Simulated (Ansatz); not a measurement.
Z-matrix (Å, degrees):
```
C
O 1 1.3672
H 2 0.9628 1 110.11
H 1 1.0880 2 115.62 3 -11.47
Si 1 1.7323 4 118.29 2 -175.07
H 5 1.4702 1 115.94 4 -15.19
H 5 1.4714 6 118.28 1 159.20
```
Charge 0, spin multiplicity 1.

Level of theory: frozen-core CCSD(T)/cc-pVTZ // B3LYP-D3(BJ)/def2-TZVP run with Ansatz (a first-principles code). The restricted HF reference is unstable towards unrestricted orbitals.

| Property | Value |
|---|---|
| HF energy | -403.95752 Ha |
| MP2 correlation energy | -0.53221 Ha |

Estimate the CCSD correlation energy, the (T) correction, the total energy and the T1 diagnostic.


| Item | Value |
|---|---|
| CCSD correlation energy | -0.55921 Ha |
| (T) correction | -0.02487 Ha |
| CCSD(T) total energy | -404.54160 Ha |
| T1 diagnostic | 0.015 |
